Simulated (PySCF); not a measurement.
# N²⁺: excitation energy

N²⁺ [He] 2s2 2p1 (2P) → N²⁺ [He] 2s2 3s1 (2S), as a difference of total energies. All numbers are calculated (PySCF 2.14, the spin-free X2C one-electron Hamiltonian (Gaussian nucleus), in dyall-av3z (15s9p3d2f, 71 functions)). Correlated levels: valence: 1s2 frozen; virtual orbitals above 40 to 60 times the deepest correlated orbital energy dropped. The calculations carry no spin-orbit coupling.

| method | excitation energy (eV) |
| --- | --- |
| UHF | 27.647 |
| MP2 (valence) | 27.434 |
| SCS-MP2 (valence) | 27.406 |
| CCSD (valence) | 27.340 |
| CCSD(T) (valence) | 27.313 |

Question: How much does correlation contribute at CCSD(T) (valence)?

Answer: 27.313 − (27.647) = -0.334 eV, measured against UHF.

A first-order spin-orbit estimate (lowest level to lowest level, LS coupling) adds 0.015 eV.

The promoted electron is Rydberg-like, and one or two diffuse shells describe it only roughly, which tends to raise the upper state.
